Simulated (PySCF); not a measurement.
BF3.

```xyz
4

F      1.3156     0.0000     0.0000
B      0.0000     0.0000     0.0000
F     -0.6578    -1.1394     0.0000
F     -0.6578     1.1394     0.0000
```

Geometry optimised at B3LYP-D3(BJ)/def2-TZVP.

These are KT2/pcSseg-1 (PySCF) values and carry that method's errors. Non-relativistic, no solvent.

Give the absolute GIAO shielding of each atom: isotropic value and principal components (ppm). (The exact figures need the calculation; the answer reports its results.)


```json
[
 {"atom": "F1", "σ(iso)": "291.8", "σ11": "158.5", "σ22": "356.5", "σ33": "360.4", "span": "202.0"},
 {"atom": "B2", "σ(iso)": "89.8", "σ11": "78.6", "σ22": "95.4", "σ33": "95.4", "span": "16.8"},
 {"atom": "F3", "σ(iso)": "291.8", "σ11": "158.5", "σ22": "356.5", "σ33": "360.4", "span": "202.0"},
 {"atom": "F4", "σ(iso)": "291.8", "σ11": "158.5", "σ22": "356.5", "σ33": "360.4", "span": "202.0"}
]
```
